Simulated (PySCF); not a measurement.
Electric field gradients and quadrupole coupling constants

C7H12FOP.
Geometry (GFN2-xTB, Å), atoms numbered from 1 in this order:
```
atom  x, y, z in Å
C1    -1.8563    0.8865   -1.0681
C2    -1.3139   -0.4118   -0.4642
C3    -2.1603   -0.8385    0.7361
C4     0.1289   -0.2543   -0.0724
C5     1.1475   -0.8652   -0.6692
F6     0.9890   -1.7133   -1.7082
C7     2.5467   -0.6328   -0.1989
P8     2.3308    0.9068    0.7811
O9     3.2090    1.1369    1.9264
C10    0.5406    0.6231    1.0779
H11   -2.8781    0.7357   -1.4078
H12   -1.2526    1.1951   -1.9183
H13   -1.8579    1.6874   -0.3322
H14   -1.3665   -1.1944   -1.2283
H15   -2.1754   -0.0598    1.4950
H16   -3.1828   -1.0264    0.4181
H17   -1.7649   -1.7496    1.1787
H18    2.8977   -1.4326    0.4627
H19    3.2505   -0.5442   -1.0283
H20    2.3551    1.9141   -0.1844
H21   -0.0315    1.5501    1.1304
H22    0.4339    0.1065    2.0383
```

Field gradients from the PBE0/pcSseg-1 density (PySCF, non-relativistic), principal values in atomic units, ordered |Vxx| ≤ |Vyy| ≤ |Vzz|:

```tsv
atom	Vxx	Vyy	Vzz
O9	-0.3493	-0.4763	0.8255
```

Q: Find the asymmetry η = (Vxx − Vyy)/Vzz and the couplings χ = eQV/h (234.96 MHz × Q in barn × V in au), with Q(17O) = −0.0256 b.

A: 
```csv
atom,environment,nucleus,η,χzz (MHz),χxx (MHz),χyy (MHz)
O9,phosphoryl oxygen,17O,0.15,-4.966,2.101,2.865
```

Q: What is Vzz at O9 in SI units (1 au = 9.71736 × 10²¹ V/m²)?

A: 0.8255 au = 8.022 × 10²¹ V/m².

Q: And the gradient at the other heavy atoms, for which no coupling is worked out here?

A: 
```tsv
atom	environment	Vzz (au)	η
C1	methyl carbon	0.064	0.25
C2	allylic carbon	-0.087	0.67
C3	methyl carbon	0.063	0.16
C4	fully substituted alkene carbon	0.179	0.94
C5	vinylic C–F carbon	0.429	0.86
F6	vinyl fluorine	2.910	0.13
C7	sp3 carbon bound to phosphorus	0.063	0.67
P8	phosphoryl phosphorus	-0.418	0.55
C10	sp3 carbon bound to phosphorus	0.058	0.66
```

Q: What couplings would deuterons (Q(2H) = 0.00286 b) have in place of the hydrogens, at this geometry?

A: 
| atom | bonded to | bond length (Å) | Vzz (au) | η | χzz (kHz) |
| --- | --- | --- | --- | --- | --- |
| H11 | C1 | 1.087 | 0.3160 | 0.02 | 212 |
| H12 | C1 | 1.087 | 0.3147 | 0.02 | 211 |
| H13 | C1 | 1.088 | 0.3154 | 0.02 | 212 |
| H14 | C2 | 1.095 | 0.2908 | 0.02 | 195 |
| H15 | C3 | 1.087 | 0.3146 | 0.02 | 211 |
| H16 | C3 | 1.087 | 0.3162 | 0.02 | 212 |
| H17 | C3 | 1.087 | 0.3149 | 0.02 | 212 |
| H18 | C7 | 1.096 | 0.2976 | 0.02 | 200 |
| H19 | C7 | 1.091 | 0.3059 | 0.01 | 206 |
| H20 | P8 | 1.395 | 0.1866 | 0.01 | 125 |
| H21 | C10 | 1.091 | 0.3088 | 0.02 | 208 |
| H22 | C10 | 1.096 | 0.2980 | 0.01 | 200 |

The structure is a single GFN2-xTB conformer in the gas phase; no vibrational or solvent corrections. GFN2-xTB bond lengths can be off by several hundredths of an ångström, more for odd bonds, and the gradients follow them. These gradients aren't converged with respect to the basis.
